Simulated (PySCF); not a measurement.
OSi, charge -1, doublet, geometry from GFN2-xTB (a state made from the parent by changing its charge; the spin is typed, not shown lowest) (in this run its highest filled SCF level lies above zero, so its values depend strongly on the basis, on diffuse functions most of all). Base run: HF/STO-3G (PySCF).

Input for PySCF:
```python
from pyscf import gto, scf

mol = gto.M(
    atom='''
Si   -0.00000000   -0.00000000   -0.57598092
O     0.00000000    0.00000000    1.00796661
''',
    basis='sto-3g',
    charge=-1,
    spin=1,
    verbose=4,
)

mf = scf.UHF(mol)
mf.kernel()
```

Variants of this job, named by their change:

```csv
change,ΔE vs base (mEh),fitting functions
base,0.000,-
auxbasis = even-tempered beta=2.0,1.082,132
auxbasis = def2-universal-jfit,1843.1,100
only_dfj = on; auxbasis = def2-universal-jfit,-1.694,100
auxbasis = even-tempered beta=3.0,-4.824,84
auxbasis = autoaux,1.031,168
auxbasis = cc-pvdz-jkfit,0.065,182
"exchange = seminumerical (SGX) (with mf = sgx.sgx_fit(mf, auxbasis='def2-universal-jfit'); with mf.with_df.dfj = True)",-1.720,100
auxbasis = cc-pvqz-jkfit,-0.054,254
auxbasis = def2-svp-ri,152.9,110
```

A fitting set is made for a task (jfit for Coulomb, jkfit for Coulomb and exchange, ri for correlation) and for a family of orbital bases.

Open shells are given as the SCF converged; they aren't shown to be the lowest states, and a large step between rows can be another state.
